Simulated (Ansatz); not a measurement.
Relaxation of C2H5ClOSi (10 atoms, charge 0, multiplicity 1), to a largest force component of 0.02 eV/Å in at most 50 steps.

These are results of RKS CAM-B3LYP-D4/def2-SVP in Ansatz, not measurements.

```xyz
10
Properties=species:S:1:pos:R:3:forces:R:3
O -0.660 2.288 -0.052 -1.33 3.06 1.16
C -0.307 1.085 0.329 0.37 -0.77 -0.09
C -0.005 0.156 -0.578 1.32 -0.93 0.25
Si 0.669 -1.528 -0.212 -1.88 0.55 0.82
Cl -1.052 -2.460 0.570 0.29 -0.39 0.13
H -0.971 2.850 0.727 0.67 -1.19 -1.59
H -0.259 0.958 1.410 0.03 -0.49 0.26
H 0.008 0.407 -1.627 -0.35 0.52 -0.49
H 1.675 -1.544 0.855 0.39 -0.14 0.07
H 0.986 -2.263 -1.419 0.49 -0.22 -0.51
```

**Question.** Where does it end, and by what steps?

**Answer.** It converged. After 15 steps the energy has fallen by 0.373 eV; Cl5 moved furthest, 0.71 Å.

```json
{"step": "0", "energy less start (eV)": "0.0000", "largest force component (eV/Å)": "3.060", "accepted": "yes"}
{"step": "1", "energy less start (eV)": "-0.2511", "largest force component (eV/Å)": "0.886", "accepted": "yes"}
{"step": "2", "energy less start (eV)": "-0.3010", "largest force component (eV/Å)": "0.479", "accepted": "yes"}
{"step": "3", "energy less start (eV)": "-0.3109", "largest force component (eV/Å)": "0.272", "accepted": "yes"}
{"step": "4", "energy less start (eV)": "-0.3159", "largest force component (eV/Å)": "0.079", "accepted": "yes"}
{"step": "5", "energy less start (eV)": "-0.3188", "largest force component (eV/Å)": "0.040", "accepted": "yes"}
{"step": "6", "energy less start (eV)": "-0.3244", "largest force component (eV/Å)": "0.318", "accepted": "yes"}
{"step": "7", "energy less start (eV)": "-0.3266", "largest force component (eV/Å)": "0.817", "accepted": "yes"}
{"step": "8", "energy less start (eV)": "-0.3417", "largest force component (eV/Å)": "0.388", "accepted": "yes"}
{"step": "9", "energy less start (eV)": "-0.3552", "largest force component (eV/Å)": "0.559", "accepted": "yes"}
{"step": "10", "energy less start (eV)": "-0.3641", "largest force component (eV/Å)": "0.187", "accepted": "yes"}
{"step": "11", "energy less start (eV)": "-0.3655", "largest force component (eV/Å)": "0.202", "accepted": "yes"}
{"step": "12", "energy less start (eV)": "-0.3714", "largest force component (eV/Å)": "0.084", "accepted": "yes"}
{"step": "13", "energy less start (eV)": "-0.3728", "largest force component (eV/Å)": "0.065", "accepted": "yes"}
{"step": "14", "energy less start (eV)": "-0.3730", "largest force component (eV/Å)": "0.033", "accepted": "yes"}
{"step": "15", "energy less start (eV)": "-0.3731", "largest force component (eV/Å)": "0.003", "accepted": "yes"}
```

```xyz
10
Properties=species:S:1:pos:R:3
O -0.700 2.346 -0.034
C -0.190 1.139 0.264
C -0.206 0.108 -0.590
Si 0.508 -1.521 -0.134
Cl -0.969 -2.970 0.083
H -0.591 2.949 0.710
H 0.252 1.046 1.266
H -0.671 0.277 -1.567
H 1.209 -1.389 1.171
H 1.441 -2.036 -1.167
```

The run took 59 s on 2 threads of Arm Neoverse V1, on a shared host, peak memory 0.27 GiB.
